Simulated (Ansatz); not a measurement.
Mulliken charges of `C=C1[SiH2]C1Cl` from ωB97M-V/def2-TZVPP in Ansatz (PBE0-D4/def2-TZVP geometry).

```tsv
atom	x (Å)	y (Å)	z (Å)	charge (e)
C1	-0.095	1.734	0.255	-0.201
C2	0.150	0.439	0.174	-0.132
Si3	0.078	-1.268	0.808	0.262
C4	0.202	-0.569	-0.928	-0.167
Cl5	-1.059	-0.569	-2.163	-0.113
H6	-0.177	2.237	1.212	0.117
H7	-0.234	2.340	-0.638	0.115
H8	1.262	-1.956	1.370	-0.014
H9	-1.221	-1.759	1.310	0.000
H10	1.178	-0.681	-1.397	0.132
```

Question: By hand: the dipole of these point charges (1 e Å = 4.8032 D).

Answer: Σ q r = (0.196, -0.111, 0.402) e Å, of length 0.461 e Å = 2.21 D.

Question: How does the dipole of the full density compare? (Estimate.)

Answer: Computed: (0.206, -0.003, 0.348) e Å, 1.94 D; the point charges give 1.14 times that, at 14° from its direction.

Point charges leave out the atoms' own dipoles, such as those of lone pairs, and Mulliken's split depends on the basis, so the close match here is no proof of good charges.
